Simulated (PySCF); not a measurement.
Computed shifts of a molecule C2H5FSi, PBE0/pcSseg-1 in PySCF, GIAO, gas phase, equivalent atoms averaged, in ppm (number of nuclei): ²⁹Si: -5.0 (1). ¹⁹F: -240.8 (1). ¹³C: 149.8 (1), 140.5 (1). ¹H: 6.88 (2), 6.39 (1), 5.58 (2). References: ²⁹Si against TMS (σ = 352.7 ppm); ¹⁹F against CFCl3 (σ = 167.2 ppm); ¹³C against TMS (σ = 186.3 ppm); ¹H against TMS (σ = 31.56 ppm), references at their B3LYP-D3(BJ)/def2-TZVP geometries, non-relativistic. The structure is a stationary point at B3LYP-D3(BJ)/def2-SVP. Other conformers were not sampled.

Identify the compound among the candidates.
(A) C=C[SiH2]F
(B) F/C=C\[SiH3]
(C) C=C(F)[SiH3]

A, C=C[SiH2]F
